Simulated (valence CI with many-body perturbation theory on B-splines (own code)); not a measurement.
# Level structure of Ga¹⁸⁺

Computed by relativistic CI+MBPT: three valence electrons over a frozen Dirac-Fock core [Ne], radial functions for each j: 11 s, 11 p, 9 d, 7 f, 5 g, 2 h, 1 i, with the one-electron correlation potential Σ1 (screened to all orders), the two-electron term Σ2, the three-electron term Σ3, Breit, model QED; selected single and double excitations, second order for the rest (own B-spline code, finite nucleus).

No measured spectrum was set against this ion. As an estimate, levels of excited configurations hold to 0.05 to 0.15 % of their energy, terms of the ground configuration to about 0.5 %.

Levels 46 to 66 of 66, with energies above the lowest level, 3s2 3p 2P°_1/2. "Leading %" is the weight of the configuration and term that name the level; weights of strongly mixed levels are sums over their largest components and can fall short.

```csv
No.,Configuration,Term,J,E (eV),Leading %,g,Second component
46,3p2 3d,2P,3/2,167.35,64,1.203,23 % 3p2 3d 4D
47,3p2 3d,4D,1/2,168.21,79,0.145,19 % 3p2 3d 2P
48,3p2 3d,4F,9/2,168.95,82,1.293,16 % 3p2 3d 2G
49,3p2 3d,4D,3/2,170.25,65,1.226,26 % 3p2 3d 2P
50,3p2 3d,4D,5/2,170.37,76,1.320,10 % 3p2 3d 4F
51,3p2 3d,2P,1/2,173.19,70,0.612,19 % 3p2 3d 4D
52,3p2 3d,4D,7/2,173.22,75,1.358,10 % 3p2 3d 4F
53,3p2 3d,2G,7/2,173.94,80,0.923,9 % 3s 3d2 2G
54,3p2 3d,4P,5/2,175.44,51,1.405,40 % 3p2 3d 2D
55,3p2 3d,2G,9/2,175.82,73,1.149,18 % 3p2 3d 4F
56,3p2 3d,4P,3/2,176.30,41,1.240,39 % 3p2 3d 2D
57,3p2 3d,4P,1/2,178.09,85,2.435,7 % 3p2 3d 2P
58,3p2 3d,4P,3/2,179.12,48,1.272,34 % 3p2 3d 2D
59,3p2 3d,2D,5/2,179.13,45,1.368,40 % 3p2 3d 4P
60,3p2 3d,2P,1/2,182.62,68,0.841,18 % 3s 3d2 2P
61,3p2 3d,2D,3/2,182.76,66,0.955,13 % 3p2 3d 2P
62,3p2 3d,2F,5/2,185.93,74,0.901,13 % 3s 3d2 2F
63,3p2 3d,2P,3/2,186.21,50,1.184,18 % 3p2 3d 2D
64,3p2 3d,2S,1/2,186.36,75,1.962,9 % 3p2 3d 4P
65,3p2 3d,2F,7/2,188.24,85,1.137,12 % 3s 3d2 2F
66,3p2 3d,2D,5/2,188.25,88,1.194,5 % 3s 3d2 2D
```

Names give the largest LS component (configuration and term), which can be under half, so a name can repeat, a term be missing and a line seem to break the LS rules; names also repeat where a configuration has a term twice.
